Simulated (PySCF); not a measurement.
Compound: ZrH4 (singlet state).
Structure used (PBE0-D3(BJ)/def2-SVP), in Å, numbered top down from 1:
```xyz
5
ZrH4 angstrom
Zr     0.0001    0.0005    0.0001
H      0.0122   -0.0161    1.8441
H      1.7346    0.0111   -0.6261
H     -0.8792    1.5077   -0.5967
H     -0.8677   -1.5032   -0.6215
```

Computed, not measured: PBE0-D3(BJ)/def2-SVP geometry optimisation, gas phase, def2 core potentials past Kr (PySCF).

Problem. Which atoms are bound to Zr1, and at what distances?

Solution. 4 atoms: H3 1.844 Å, H5 1.844 Å, H2 1.844 Å, H4 1.844 Å.

Problem. What is the shape at Zr1?

Solution. Tetrahedral: angles from 109.4° to 109.5°; τ4 = (360° − α − β)/141° = 1.00 with α and β the two widest (0 for a square, 1 for a tetrahedron).

Problem. What are the rotational constants (commonest isotopes, rigid rotor)?

Solution. A = 55314, B = 55297, C = 55277 MHz: a spherical top.

Point group: Td (tolerance 0.08 Å). Charge 0, singlet. PBE0-D3(BJ)/def2-SVP frequencies: not computed here.
